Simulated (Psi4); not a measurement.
Cl2MoO2, singlet, geometry from GFN2-xTB (such geometries of metal compounds can be far from the true shape) (core potentials on Mo).

Here is a job for Psi4.
```
memory 2 GB

molecule mol {
0 1
Mo    0.298668   -0.055206    0.098626
O     1.452282   -0.587896   -0.930250
O     0.741126    0.182461    1.654554
Cl   -0.459639    1.801845   -0.663469
Cl   -1.310439   -1.474660    0.078957
}

set {
  basis def2-svp
  reference rks
}

energy('cam-b3lyp')
print_variables()
```

What dipole moment does CAM-B3LYP/def2-SVP (Psi4 1.11) give?

1.22 D

What is the computed nuclear repulsion energy (CAM-B3LYP/def2-SVP)?

339.8634 Eh

Give the number of basis functions at the level CAM-B3LYP/def2-SVP.

95

Give the total energy at the level CAM-B3LYP/def2-SVP.

-30986.4152 eV
